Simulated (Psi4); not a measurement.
ClO (SMILES [O]Cl), doublet, at a GFN2-xTB geometry, with bond 1-2 at 2.0 times its length; B3LYP/STO-3G (Psi4).

The Psi4 input:
```
memory 2 GB

molecule {
0 2
  Cl    0.00000000    0.00000000   -2.03286791
  O     0.00000000    0.00000000    1.04723499
}

set basis sto-3g
set reference uks
set dft_pruning_scheme robust

energy('b3lyp')
print_variables()
```

What does Psi4 print? Leave out banner, timings and long lists.


```
   => Loading Basis Set <=

    Name: STO-3G
    Role: ORBITAL
    Keyword: BASIS

         ---------------------------------------------------------
                                   SCF
               by Justin Turney, Rob Parrish, Andy Simmonett
                          and Daniel G. A. Smith
                              UKS Reference
         ---------------------------------------------------------

  ==> Geometry <==

    Molecular point group: c2v
    Full point group: C_inf_v

    Geometry (in Angstrom), charge = 0, multiplicity = 2:

       Center              X                  Y                   Z               Mass
    ------------   -----------------  -----------------  -----------------  -----------------
         CL           0.000000000000     0.000000000000    -0.966686442418    34.968852682000
         O            0.000000000000     0.000000000000     2.113416457582    15.994914619570

  Running in c2v symmetry.

  Rotational constants: A = ************  B =      0.16191  C =      0.16191 [cm^-1]
  Rotational constants: A = ************  B =   4853.83448  C =   4853.83448 [MHz]
  Nuclear repulsion =   23.365485825528761

  Charge       = 0
  Multiplicity = 2
  Electrons    = 25
  Nalpha       = 13
  Nbeta        = 12

  ==> Algorithm <==

  SCF Algorithm Type is DF.
  DIIS enabled.
  MOM disabled.
  Fractional occupation disabled.
  Guess Type is SAD.
  Energy threshold   = 1.00e-06
  Density threshold  = 1.00e-06
  Integral threshold = 1.00e-12

  ==> Primary Basis <==

  Basis Set: STO-3G
    Blend: STO-3G
    Number of shells: 8
    Number of basis functions: 14
    Number of Cartesian functions: 14
    Spherical Harmonics?: true
    Max angular momentum: 1

  ==> DFT Potential <==

   => LibXC <=

    Version 7.1.2
    S. Lehtola, C. Steigemann, M. J. T. Oliveira, and M. A. L. Marques,  SoftwareX 7, 1–5 (2018) (10.1016/j.softx.2017.11.002)

   => Composite Functional: B3LYP <=

    B3LYP Hyb-GGA Exchange-Correlation Functional

    P. J. Stephens, F. J. Devlin, C. F. Chabalowski, and M. J. Frisch,  J. Phys. Chem. 98, 11623 (1994) (10.1021/j100096a001)

    Deriv               =              1
    GGA                 =           TRUE
    Meta                =          FALSE

    Exchange Hybrid     =           TRUE
    MP2 Hybrid          =          FALSE

   => Exchange Functionals <=

    0.0800   Slater exchange
    0.7200         Becke 88

   => Exact (HF) Exchange <=

    0.2000               HF

[...]
    Occupation by irrep:
             A1    A2    B1    B2
    DOCC [     8,    0,    2,    2 ]
    SOCC [     0,    0,    1,    0 ]
    NA   [     8,    0,    3,    2 ]
    NB   [     8,    0,    2,    2 ]

   @DF-UKS iter  96:  -526.98195346008947    1.74238e+00   1.65425e-02 DIIS/ADIIS
   @DF-UKS iter  97:  -526.91398508403950    6.79684e-02   8.72339e-03 DIIS/ADIIS
   @DF-UKS iter  98:  -526.91398237714066    2.70690e-06   8.73237e-03 DIIS/ADIIS
    Occupation by irrep:
             A1    A2    B1    B2
    DOCC [     8,    0,    2,    2 ]
    SOCC [     0,    0,    0,    1 ]
    NA   [     8,    0,    2,    3 ]
    NB   [     8,    0,    2,    2 ]

   @DF-UKS iter  99:  -526.91399208830774   -9.71117e-06   8.71985e-03 DIIS/ADIIS
    Occupation by irrep:
             A1    A2    B1    B2
    DOCC [     8,    0,    2,    2 ]
    SOCC [     0,    0,    1,    0 ]
    NA   [     8,    0,    3,    2 ]
    NB   [     8,    0,    2,    2 ]

   @DF-UKS iter 100:  -526.91373871800931    2.53370e-04   9.21465e-03 DIIS/ADIIS

PsiException: Could not converge SCF iterations in 100 iterations.

  Failed to converge.

Traceback (most recent call last):
  File "psi4", line 375, in <module>
  File "<string>", line 24, in <module>
  File "site-packages/psi4/driver/driver.py", line 533, in energy
  File "site-packages/psi4/driver/procrouting/proc.py", line 2760, in run_scf
  File "site-packages/psi4/driver/procrouting/proc.py", line 2047, in scf_helper
  File "site-packages/psi4/driver/procrouting/scf_proc/scf_iterator.py", line 93, in scf_compute_energy
  File "site-packages/psi4/driver/procrouting/scf_proc/scf_iterator.py", line 86, in scf_compute_energy
  File "site-packages/psi4/driver/procrouting/scf_proc/scf_iterator.py", line 609, in scf_iterate

psi4.driver.p4util.exceptions.SCFConvergenceError: Could not converge SCF iterations in 100 iterations.

Printing out the relevant lines from the Psithon --> Python processed input file:
    """)
    core.IO.set_default_namespace("")
    core.set_global_option("BASIS", "sto-3g")
    core.set_global_option("REFERENCE", "uks")
    core.set_global_option("DFT_PRUNING_SCHEME", "robust")
--> energy('b3lyp')
    print_variables()

!-------------------------------------------------------!
!                                                       !
!  Could not converge SCF iterations in 100 iterations. !
!                                                       !
!-------------------------------------------------------!
```

Convergence was not reached.
